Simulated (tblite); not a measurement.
Species: C5H13GeOP.
Bonds: C1–C2, C2–C3, C2–C4, C2–C5, C5–O6 (double), C5–Ge7, Ge7–P8. Hydrogens: H9, H10, H11 on C1; H12, H13, H14 on C3; H15, H16, H17 on C4; H18, H19 on Ge7; H20, H21 on P8.

Computed with GFN2-xTB (tblite), gas phase: L-BFGS steps from a force-field or distance-geometry start until the largest atomic force falls under 0.01 eV/Å.

Step 34: E = -702.8799 eV
```
atom  x, y, z in Å  |  force x, y, z in eV/Å
C1     -1.8358    0.7641    1.4322    0.049  -0.017  -0.043
C2     -0.9680    0.1735    0.3174   -0.051  -0.005  -0.036
C3     -1.0694    1.0267   -0.9534   -0.033  -0.033  -0.003
C4     -1.4033   -1.2697    0.0525   -0.008   0.014  -0.032
C5      0.4980    0.1510    0.6933   -0.080  -0.015   0.094
O6      0.9194    0.5530    1.7476    0.000   0.020  -0.023
Ge7     1.8910   -0.6186   -0.5493   -0.036  -0.040   0.021
P8      3.8394    0.0088    0.4977   -0.030  -0.030   0.002
H9     -1.5534    1.7917    1.6472    0.039  -0.012  -0.020
H10    -1.7326    0.1828    2.3463    0.029   0.025  -0.034
H11    -2.8782    0.7419    1.1177    0.017   0.038   0.077
H12    -0.7498    0.4569   -1.8229    0.072   0.006  -0.016
H13    -2.0955    1.3428   -1.1186   -0.042   0.014   0.019
H14    -0.4424    1.9150   -0.8659   -0.074  -0.020   0.004
H15    -0.8607   -1.6905   -0.7914    0.067  -0.016  -0.025
H16    -1.2168   -1.8873    0.9303   -0.017   0.023  -0.024
H17    -2.4649   -1.3055   -0.1770   -0.044   0.015   0.003
H18     1.6916   -0.3241   -2.0413    0.026   0.022   0.078
H19     1.7223   -2.1322   -0.5300    0.065   0.008   0.019
H20     4.6063   -0.9034   -0.2209    0.035   0.041  -0.059
H21     4.0938    1.0401   -0.4026    0.017  -0.037  -0.002
```

Step 35: E = -702.8820 eV
```
atom  x, y, z in Å  |  force x, y, z in eV/Å
C1     -1.8352    0.7651    1.4335    0.060  -0.031  -0.050
C2     -0.9669    0.1725    0.3189   -0.073   0.018  -0.045
C3     -1.0688    1.0260   -0.9520   -0.027  -0.033  -0.014
C4     -1.4038   -1.2703    0.0531    0.003   0.019  -0.027
C5      0.5004    0.1517    0.6940   -0.135   0.006   0.135
O6      0.9195    0.5607    1.7469    0.013   0.003  -0.056
Ge7     1.8892   -0.6205   -0.5481    0.011  -0.052   0.019
P8      3.8429    0.0052    0.4944   -0.070  -0.053   0.030
H9     -1.5464    1.7901    1.6542    0.036  -0.026  -0.024
H10    -1.7378    0.1782    2.3451    0.023   0.036  -0.037
H11    -2.8774    0.7514    1.1160    0.036   0.033   0.079
H12    -0.7351    0.4603   -1.8194    0.071   0.013  -0.007
H13    -2.0978    1.3287   -1.1273   -0.029   0.012   0.032
H14    -0.4533    1.9224   -0.8587   -0.086  -0.038   0.002
H15    -0.8489   -1.6954   -0.7811    0.056  -0.016  -0.013
H16    -1.2318   -1.8840    0.9372   -0.022   0.026  -0.046
H17    -2.4621   -1.3040   -0.1935   -0.030   0.018   0.014
H18     1.6874   -0.3257   -2.0398    0.028   0.028   0.080
H19     1.7214   -2.1345   -0.5341    0.063   0.010   0.028
H20     4.6091   -0.9022   -0.2299    0.039   0.042  -0.072
H21     4.0866    1.0412   -0.4004    0.034  -0.015  -0.027
```

Step 36: E = -702.8871 eV
```
atom  x, y, z in Å  |  force x, y, z in eV/Å
C1     -1.8327    0.7674    1.4356    0.057  -0.043  -0.046
C2     -0.9667    0.1700    0.3208   -0.094   0.058  -0.048
C3     -1.0690    1.0242   -0.9497   -0.016  -0.023  -0.042
C4     -1.4057   -1.2718    0.0528    0.019   0.027  -0.018
C5      0.5019    0.1525    0.6977   -0.201   0.040   0.170
O6      0.9175    0.5779    1.7459    0.026  -0.029  -0.108
Ge7     1.8851   -0.6258   -0.5434    0.097  -0.061   0.027
P8      3.8504   -0.0041    0.4879   -0.132  -0.095   0.070
H9     -1.5294    1.7863    1.6672    0.036  -0.046  -0.034
H10    -1.7456    0.1698    2.3412    0.014   0.048  -0.025
H11    -2.8751    0.7737    1.1171    0.057   0.016   0.067
H12    -0.7037    0.4691   -1.8123    0.061   0.025   0.011
H13    -2.1032    1.2989   -1.1461    0.003   0.003   0.054
H14    -0.4796    1.9376   -0.8437   -0.100  -0.067  -0.002
H15    -0.8242   -1.7058   -0.7600    0.022  -0.009   0.013
H16    -1.2638   -1.8764    0.9494   -0.030   0.022  -0.085
H17    -2.4564   -1.3021   -0.2289    0.007   0.022   0.034
H18     1.6798   -0.3280   -2.0330    0.029   0.040   0.071
H19     1.7238   -2.1396   -0.5421    0.051  -0.001   0.044
H20     4.6162   -0.8986   -0.2513    0.035   0.043  -0.088
H21     4.0713    1.0416   -0.3961    0.060   0.030  -0.067
```

Q: Estimate the geometry and energy of step 37. (The exact step hangs on the optimiser's Hessian estimate; all steps are aligned on step 36, rigid shifts and turns removed.)

A: E = -702.8935 eV, largest force 0.259 eV/Å
```
atom  x, y, z in Å  |  force x, y, z in eV/Å
C1     -1.8284    0.7703    1.4363    0.031  -0.038  -0.024
C2     -0.9697    0.1671    0.3202   -0.086   0.090  -0.037
C3     -1.0717    1.0219   -0.9490   -0.001  -0.009  -0.063
C4     -1.4088   -1.2737    0.0494    0.037   0.046  -0.007
C5      0.4984    0.1520    0.7041   -0.208   0.062   0.141
O6      0.9104    0.5952    1.7463    0.025  -0.056  -0.133
Ge7     1.8815   -0.6326   -0.5339    0.161  -0.057   0.044
P8      3.8583   -0.0151    0.4828   -0.154  -0.116   0.086
H9     -1.5097    1.7830    1.6750    0.043  -0.049  -0.038
H10    -1.7461    0.1650    2.3362    0.006   0.040   0.015
H11    -2.8726    0.7973    1.1264    0.054  -0.009   0.030
H12    -0.6764    0.4798   -1.8067    0.048   0.022   0.013
H13    -2.1091    1.2715   -1.1632    0.008  -0.009   0.062
H14    -0.5086    1.9500   -0.8310   -0.089  -0.066   0.002
H15    -0.8037   -1.7148   -0.7430   -0.007  -0.004   0.020
H16    -1.2926   -1.8694    0.9550   -0.033  -0.005  -0.083
H17    -2.4515   -1.3030   -0.2612    0.016   0.026   0.039
H18     1.6745   -0.3279   -2.0197    0.027   0.049   0.049
H19     1.7339   -2.1458   -0.5480    0.030  -0.027   0.058
H20     4.6258   -0.8931   -0.2745    0.015   0.038  -0.088
H21     4.0574    1.0391   -0.3924    0.072   0.072  -0.085
```

The energy changes by -0.0064 eV. The first-order estimate −F·Δx gives -0.0086 eV and the mean of the old and new forces, exact on a quadratic surface, -0.0065 eV. The step makes an angle of 79° with the force vector and moves no atom by more than 0.034 Å.

What follows is the cost of the whole relaxation. Hardware: an Arm Neoverse V1 with one thread, on a shared host. Cost: 2.0 s wall.
